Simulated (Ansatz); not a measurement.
Program: Ansatz. Geometries: PBE0-D4/def2-TZVP. ΔE: electronic, gas phase. CCSD(T)/CBS is the MP2 limit (def2-TZVPP, def2-QZVPP) plus CCSD(T) − MP2 in def2-TZVPP, frozen cores. This one scheme is used for every species. DFT in def2-TZVPP. HSE06 is defined as in plane-wave codes. For Mg outer-core shells are correlated without core-valence functions, which leaves a few kJ/mol of doubt a bond. Each species was taken in one conformer, which may not be the lowest.

`[SiH3][O][Mg][N]([SiH3])[SiH3]` + HCl → `[SiH3][N]([SiH3])[Mg][Cl]` + `O[SiH3]`  (ligand exchange at a Mg–O bond)

(1) Is it downhill or uphill in electronic energy at CCSD(T)/CBS, and by how much? (Estimate.)

(2) What do these levels give: B97M-V, PBE0-D4, r2SCANh-D4, HSE06-D4, ωB97M-V, PBE-QIDH, PBE0, MP2/def2-SVP, SCS-MP2/def2-TZVPP, CCSD(T)/def2-TZVPP, SCS-MP2/def2-QZVPP, CCSD/CBS(def2)? (Best estimate.)

Largest T1 diagnostic among the species: 0.011.

## Answers

(1) Ansatz gave: Downhill: ΔE = -38.4 kJ/mol.

(2) The calculation gave: B97M-V -48.3, PBE0-D4 -51.2, r2SCANh-D4 -49.3, HSE06-D4 -51.7, ωB97M-V -48.7, PBE-QIDH -49.1, PBE0 -52.8, MP2/def2-SVP -37.2, SCS-MP2/def2-TZVPP -39.4, CCSD(T)/def2-TZVPP -40.4, SCS-MP2/def2-QZVPP -38.0, CCSD/CBS(def2) -39.4 kJ/mol.

In def2-TZVPP, CCSD(T) changes the Hartree–Fock value by +16.3 kJ/mol (the triples alone add +0.9 kJ/mol) and MP2 by +15.7 kJ/mol. From BLYP to BHLYP (50 % exact exchange), in def2-TZVPP and without D4, ΔE moves by −5.5 kJ/mol. Leaving LDA and LC-ωPBE aside and taking each functional with its dispersion term where it has one, the values, not all of them listed here, spread over 9.8 kJ/mol, from HSE06-D4 to BLYP-D4. LDA lies +3.4 kJ/mol from PBE without D4.
